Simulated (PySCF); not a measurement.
Atom-mapped SMILES (the numbers label the heavy atoms): `[CH3:1][CH2:2][B:3]([NH2:4])[CH2:5][CH3:6]`. Each H is labelled by its parent atom.

PySCF calculation with geometry: PBE0-D3(BJ)/def2-SVP and GIAO PBE0/pcSseg-1 shieldings; one averaged value for each set of equivalent atoms, one computed conformer, in vacuum, non-relativistic.

δ = σ(ref) − σ, references computed at the same level: ¹³C, ¹H against TMS; ¹¹B vs BF3·OEt2; ¹⁵N against NH3.

```tsv
atoms	nucleus	count	δ (ppm)
B3	¹¹B	1	46.2
N4	¹⁵N	1	106.0
H(N4)	¹H	2	3.43
H(C2)/H(C5)	¹H	4	?
C1/C6	¹³C	2	11.9
C2/C5	¹³C	2	?
H(C1)/H(C6)	¹H	6	0.98
```

Question: Complete the table.

Answer: 
- C2/C5: 15.8 ppm, sp3 CH2 bonded to B
- H(C2)/H(C5): 0.65 ppm, hydrogen on an sp3 CH2 bonded to B

OH and NH positions are those of a molecule without intermolecular hydrogen bonds; in solution they move with solvent, concentration and temperature, and exchange usually removes their couplings. A carbon bonded to boron is broadened by the quadrupolar boron nucleus and is often missing from a measured spectrum. Shifts are as computed. Against solution values, carbons near 30 ppm lie about +2 ppm off and those near 130 ppm about +5 ppm. Of 1211 compounds with measured shifts, 218 miss one by over three times the rms of a fit or turn the order of signals round; such compounds aren't used in these exercises. Experimental scales use liquid or dissolved standards, which lie at an offset from isolated NH3 (liquid NH3: subtract about 20 ppm).
